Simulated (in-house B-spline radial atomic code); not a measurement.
One electron outside the [He] 2s2 2p6 core: P V (P4+)

Computed with a B-spline radial code for spherical atoms, no-pair Dirac-Coulomb Hamiltonian, finite nucleus. Rungs: frozen-core Dirac-Hartree-Fock (DHF); Brueckner orbitals from the second-order correlation potential; the same with the Coulomb interaction screened by the core and the hole-particle interaction summed; Breit and QED terms from differences of relaxed Dirac-Fock atoms, where computed. Partial waves beyond l = 6 are extrapolated. The tables show a selection of states; those near core-excited levels, with erratic corrections or far from their DHF start are never shown.

Removal energies (eV):

| state | DHF | second order | screened | Breit + QED | final |
| --- | --- | --- | --- | --- | --- |
| 3s1/2 | 64.5544 | 65.0347 | 65.0324 | -0.0129 | 65.0194 |
| 3p1/2 | 53.6273 | 54.0401 | 54.0408 | -0.01 | 54.0308 |
| 3p3/2 | 53.5267 | 53.9365 | 53.9371 | -0.00526 | 53.9319 |
| 3d3/2 | 39.3747 | 39.7036 | 39.7083 | -0.000574 | 39.7077 |
| 3d5/2 | 39.3733 | ? | ? | ? | ? |
| 4s1/2 | 31.0337 | 31.1861 | 31.1824 | -0.00431 | 31.1781 |
| 4p1/2 | 27.1733 | 27.317 | 27.3144 | -0.00366 | 27.3107 |
| 4p3/2 | 27.137 | 27.2799 | 27.2773 | -0.00191 | 27.2754 |
| 4d3/2 | 22.0717 | 22.2011 | 22.2018 | -0.000319 | 22.2015 |
| 4d5/2 | 22.0709 | 22.1999 | 22.2006 | 0.000181 | 22.2008 |
| 4f5/2 | 21.2762 | 21.3086 | 21.3099 | - | - |
| 4f7/2 | 21.2757 | 21.3081 | 21.3093 | - | - |
| 5s1/2 | 18.2608 | ? | ? | ? | ? |
| 5p1/2 | 16.4667 | 16.5314 | 16.5296 | - | - |

What does correlation do to 5s1/2?

It adds 0.06453 eV to the removal energy in second order and 0.06245 eV with screening, giving 18.3233 eV before Breit and QED terms, which weren't computed for this state.

What does correlation do to 3d5/2?

It adds 0.3281 eV to the removal energy in second order and 0.3329 eV with screening; Breit and QED add 0.000401 eV, for a final 39.7066 eV.

How does the lowest state compare with the NIST ionisation energy?

3s1/2 is bound by 65.019 eV, without recoil; NIST lists 65.02511 ± 0.00012 eV (measured), a difference of -0.0057 eV.

Electric-dipole lines from 3s1/2 (reduced matrix elements in atomic units, length form, static core polarisation, sign of DHF taken positive):

```json
{"upper": "3p1/2", "DHF": "1.359", "+ core polarisation": "1.324", "+ Brueckner": "1.315", "λ (nm)": "112.83", "A (s⁻¹)": "1.22e+09"}
{"upper": "3p3/2", "DHF": "1.924", "+ core polarisation": "1.873", "+ Brueckner": "1.86", "λ (nm)": "111.82", "A (s⁻¹)": "1.25e+09"}
{"upper": "4p1/2", "DHF": "0.1971", "+ core polarisation": "0.2099", "+ Brueckner": "0.2127", "λ (nm)": "32.879", "A (s⁻¹)": "1.29e+09"}
{"upper": "4p3/2", "DHF": "0.2734", "+ core polarisation": "0.2916", "+ Brueckner": "0.2954", "λ (nm)": "32.849", "A (s⁻¹)": "1.25e+09"}
```

What radiative lifetime does 3d3/2 get from its electric-dipole decays?

The rates to lower computed states sum to 3.79e+09 s⁻¹, a lifetime of 0.264 ns.

Magnetic hyperfine constants per unit nuclear g factor (MHz, nucleus as a uniformly magnetised ball; they apply to isotopes with nuclear spin):

```
state    DHF  + core polarisation  + Brueckner
3s1/2   7004                 7931         8178
3p1/2   1673                 1928         1995
3p3/2  328.7                  341        352.5
4s1/2   2345                 2635         2691
4p1/2  606.7                  694        710.9
4p3/2  119.3                120.7        123.5
```

What is the static scalar polarisability of 3s1/2?

4.417 bohr³: 0.1057 from the core and 4.311 from the valence electron, Pauli blocking included.
